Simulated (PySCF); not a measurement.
Excitations are Tamm–Dancoff values on a coarser integration grid. The basis has no diffuse functions, so Rydberg states are missing or too high.

Z-matrix (Å, degrees):
```
Al
O 1 1.6998
H 2 0.9582 1 124.28
H 1 1.5710 2 115.82 3 -179.99
H 1 1.5788 4 124.37 2 179.99
```
Charge 0, spin multiplicity 1.

**Question.** Estimate the T1 excitation (TDA), total energy, S1 excitation (TDA), HOMO–LUMO gap and HOMO that TPSSh-D3(BJ)/def2-TZVP // B3LYP-D3(BJ)/def2-TZVP (PySCF 2.14.0) returns for this input.

**Answer.** 
```json
{
  "T1 excitation (TDA)": "5.48 eV",
  "total_energy": "-8695.47 eV",
  "S1 excitation (TDA)": "5.94 eV",
  "HOMO–LUMO gap": "6.55 eV",
  "HOMO": "-7.78 eV"
}
```
